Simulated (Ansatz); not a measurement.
A structure relaxed at r2SCAN-D4/def2-SVP in Ansatz, charge 1, doublet:

```xyz
9

Be   -0.150   -0.886    2.351
Be    1.551    1.121    0.791
Be   -1.658   -1.514    0.167
Be   -1.341   -0.653   -1.696
Be    0.609    1.218   -2.119
Se    1.418    0.385    2.687
Se   -1.702   -2.168    2.128
Se   -0.750    0.396   -3.376
Se    2.023    2.101   -0.933
```

Task: Give its formula and point group.

Result: Be5Se4⁺. Point group C2v (tolerance 0.1 Å).

Task: Summarise the bond lengths by kind (pairs closer than 1.2 times the sum of covalent radii, bridged metal pairs left out).

Result: 8 × Be–Se 2.03 to 2.07 Å; 1 × Be–Be 2.08 Å.

The relaxation made no stability test and no search for a lower SCF solution. Another isomer (doublet) lies 2.12 eV lower at PBE0-D4/def2-TZVP; other spin states weren't run for this one.
